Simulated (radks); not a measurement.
Results of a calculation; reference values are marked as such.
Spherical quantum dot in the effective-mass picture: electrons in a parabolic well V = omega^2 r^2 / 2 with omega = 0.165, all in effective atomic units (hartree* = m*/eps^2 hartree, bohr* = eps/m* bohr), one dielectric constant everywhere. Level of theory: non-relativistic Kohn-Sham, PBE, spin-polarised, spherical densities (a radial shooting solver with Libxc functionals). Levels are named by radial order and angular momentum (1s, 1p, 1d, 2s, ...), and open shells are averaged over m. Results are scaled to m* = 0.165 and eps = 4.4, for which hartree* = 231.9 meV and bohr* = 1.411 nm.

N = 6, configuration 1s2 1p(up 3, down 1). This is the lowest configuration that the search found. Occupied and some empty levels:

level    occupation  eigenvalue (meV)  <r> (nm)
1s up             1            307.19     5.871
1s down           1            311.54     5.659
1p up             3            324.54     6.920
1p down           1            330.20     6.884
1d up             0            346.62     7.735
1d down           0            352.49     7.770
2s up             0            357.93     6.623
2s down           0            360.19     6.655
1f up             0            371.98     8.440
1f down           0            377.62     8.513

Energy (meV): total 1179.03, kinetic 144.36, external 447.27, Hartree 809.12, exchange-correlation -221.72.

Electron density:

r (nm)  n(r) (e/nm^3)
0.274        0.001973
1.31         0.002136
2.34         0.002442
3.38         0.002742
4.41         0.002858
5.44         0.002655
6.48         0.002131
7.51         0.001433
8.54        0.0007828
9.58        0.0003416
10.6        0.0001221
11.6       0.00003604
12.7        8.653e-06
13.7        1.687e-06
